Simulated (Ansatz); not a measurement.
Ansatz (a first-principles code) input (RI-MP2/cc-pV(T+d)Z):
A basis named .json is the Basis Set Exchange file of that set.

Ansatz 0.2 input:
```yaml
crystal:
  periodic: [false, false, false]
  atoms:
    - {symbol: Si, position_ang: [0.13051821, -0.08361283, -0.60592324]}
    - {symbol: N, position_ang: [-1.41191328, 0.60567262, -0.12005231]}
    - {symbol: Si, position_ang: [-2.84027748, -0.23187907, 0.29873323]}
    - {symbol: O, position_ang: [1.28093478, 0.31071578, 0.43445428]}
    - {symbol: Si, position_ang: [3.03667900, -0.03607349, 0.31041200]}
    - {symbol: H, position_ang: [-0.19261599, -1.53969652, -0.68104922]}
    - {symbol: H, position_ang: [0.43443802, 0.39240022, -1.98292945]}
    - {symbol: H, position_ang: [-1.39292148, 1.59019116, 0.10469243]}
    - {symbol: H, position_ang: [-3.87186037, 0.75736511, 0.72276743]}
    - {symbol: H, position_ang: [-3.41681936, -1.00404963, -0.83647441]}
    - {symbol: H, position_ang: [-2.68504354, -1.20881838, 1.41150828]}
    - {symbol: H, position_ang: [3.27702941, 0.64358704, -1.06313111]}
    - {symbol: H, position_ang: [2.90683158, -1.43449781, -0.35575993]}
basis:
  gaussian:
    orbitals: cc-pV_T+d_Z.json
    fitting: {mean_field: def2-universal-jkfit, correlation: cc-pVTZ-RIFIT.json}
total_charge: -1
magnetization: {spin_polarized: false}
correlation: {method: mp2, electrons: outside_noble_gas}
```

Output:

```
Functional definition: HF
integrals: 0.39 GiB planned
682 factors; integrals over basis functions are off by at most 1.1e0 eV
0.63 GiB of device memory are held for the factors and their scratch space
mean field: 1.24 GiB planned
mean field evaluation 1: about -27235.1217 eV, gradient 3.2e1 eV
mean field evaluation 2: about -27237.6991 eV, gradient 1.5e1 eV
mean field evaluation 4: about -27238.2186 eV, gradient 9.5e-1 eV
mean field evaluation 8: about -27238.2230 eV, gradient 2.4e-6 eV
mean field -27238.22299099 eV, -1000.9862321884 hartree, gradient 2.4e-6 eV, S^2 0.000000; 0 other end points of the search recorded, 0 dependent functions left out
17 core orbitals not correlated
768 factors; their error is unknown
reference -27238.22299099 eV, -1000.9862321884 hartree; 16, 16 occupied and 256, 256 virtual orbitals, 768 factors
second order -22.72035509 eV of doubles, -0.00000000 eV of singles
Total energy: -27260.94334608 eV, -1001.8211898375 hartree
```

It need not be the lowest isomer of its formula. Whether it binds its extra electron was not tested at this geometry.
